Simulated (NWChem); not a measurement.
isocyanic acid (CHNO); SMILES N=C=O

```xyz
4

N      0.1655     1.1780     0.0000
C     -0.0132    -0.0279     0.0000
O     -0.0298    -1.2024     0.0000
H     -0.5663     1.8721     0.0000
```
Atoms are numbered in this order, from 1.

Computed with NWChem. Pople sets run with spherical d functions. Structure relaxed at the B3LYP/6-31G* (spherical d) level. B3LYP is NWChem's, with the RPA form of VWN correlation. GIAO values for the isolated, static molecule; σ is the absolute isotropic shielding, δ = σ(reference) − σ with the isolated reference molecule computed at the same levels (13C: tetramethylsilane, 1H: tetramethylsilane, 15N: ammonia, 17O: water).

| level | δ N1 (ppm) | δ C2 (ppm) | δ O3 (ppm) | δ H4 (ppm) |
|---|---|---|---|---|
| PBE0/pcSseg-2 | 36.1 | 142.2 | 158.2 | 2.93 |
| PBE0/pcSseg-1 | 40.9 | 140.3 | 166.0 | 2.89 |
| B3LYP/IGLO-III | 33.1 | 140.1 | 155.0 | 2.67 |
| B3LYP/6-311G** | 43.4 | 136.9 | 171.0 | 2.61 |
| KT2/pcSseg-1 | … | … | 154.5 | 2.57 |

Question: What belongs in the gaps?

Answer: 
- KT2/pcSseg-1, δ N1 (ppm): 37.2
- KT2/pcSseg-1, δ C2 (ppm): 129.2
